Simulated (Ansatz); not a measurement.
Basis-set extrapolation for CH$_{7}$BO$_{2}$Si (`C[SiH](O)BO`) (PBE0-D4/def2-TZVP geometry, frozen core, the Gaussian-basis code of Ansatz). Multiplicity 1, RHF reference.

```csv
,def2-TZVPP,def2-QZVPP
HF,-505.485259,-505.504946
MP2 correlation,-0.879857,-0.946369
CCSD(T) correlation,-0.955515,not run
```

Energies in hartree. Use E(X) = E(∞) + A·exp(−7.88·√X) for Hartree–Fock and E(X) = E(∞) + B·X^(−2.97) for correlation, with X = 3 and 4, and add CCSD(T) minus MP2 of the smaller set to the MP2 limit.

Q: What is the CCSD(T) energy at the basis-set limit?

A: HF limit: -505.504946 + (-0.019687) × 0.13774 = -505.50766. MP2 limit: -0.946369 + (-0.066512) × 0.74074 = -0.99564. Higher-order term: -0.955515 − (-0.879857) = -0.07566. Total: -506.57896 hartree, 3.76 eV below CCSD(T)/def2-TZVPP.
